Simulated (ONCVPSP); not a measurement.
# Before and after: ONCV potential for Ar (Z = 18)

- Element: argon (Ar)
- Generator: ONCVPSP 4.0.1
- Type: optimised norm-conserving Vanderbilt (ONCV)
- Functional: PBEsol
- Relativity: scalar-relativistic
- Frozen core: [He]
- Valence charge: 16
- Reference configuration: 2s2 2p6 3s2 3p6
- Partial waves: 2s+3s: rc 0.60 bohr, ncon 4, nbas 9, qcut 21.8 1/bohr, 2 projectors; 2p+3p: rc 0.60 bohr, ncon 4, nbas 8, qcut 22.5 1/bohr, 2 projectors; d scattering state at 0.03 Ha: rc 0.50 bohr, ncon 4, nbas 8, qcut 16.9 1/bohr, local
- Local potential: the d channel
- Core correction: Teter function, fcfact 3.75, rcfact 1.5

All-electron outer shells of the reference configuration (PBEsol, scalar-relativistic, ld1.x):

```tsv
shell	level (eV)	outermost node (bohr)	outermost maximum (bohr)
1s	-3115.58	–	0.06
2s	-296.45	0.12	0.34
2p	-229.66	–	0.28
3s	-24.20	0.52	1.17
3p	-10.23	0.49	1.30
```

Change: p: qcut 12.9.

Cutoffs: the cutoffs (Ha) at which the residual kinetic energy of the hardest occupied pseudo-wave falls to 1 and 0.1 mHa per electron; they do not see the model core or the augmentation charge, which bear on the density cutoff. Errors are all-electron minus pseudo energies relative to the spin-unpolarised reference configuration.

What does the change do?

The potential gets harder (214 Ha and 238 Ha → 612 Ha and 941 Ha); of the 4 tests that both files solve, the error grows in 4 and shrinks in 0 by more than 15 % and 0.3 meV (median size 8.9 → 12.6 meV); neither file shows a bound ghost.

| quantity | base | changed |
| --- | --- | --- |
| cutoff, loose | 214 Ha | 612 Ha |
| cutoff, tight | 238 Ha | 941 Ha |
| loose cutoff by channel | s 159 Ha, p 214 Ha | s 159 Ha, p 612 Ha |
| bound ghosts | none | none |
| GHOST(+) flags under 300 eV | none | none |
| error for 2s2 2p6 3s2 3p5, meV [ΔE 16.01 eV] | +1.9 | +2.2 |
| error for 2s2 2p6 3s2 3p4, meV [ΔE 44.62 eV] | +5.4 | +7.1 |
| error for 2s2 2p6 3s2 3p3, meV [ΔE 87.14 eV] | +12 | +18 |
| error for 2s1 2p6 3s2 3p6, meV [ΔE 314.17 eV] | -316 | -531 |
| s: phases at 0.61 bohr within 0.05 rad from the reference energy up to (Ha; the scan ends near 5) | to the end of the scan | to the end of the scan |
| p: phases at 0.61 bohr within 0.05 rad from the reference energy up to (Ha; the scan ends near 5) | to the end of the scan | to the end of the scan |
| d: phases at 0.51 bohr within 0.05 rad from the reference energy up to (Ha; the scan ends near 5) | to the end of the scan | to the end of the scan |
| rms error of d²Exc/dni dnj with the model core, mHa | 2.68 | 2.73 |
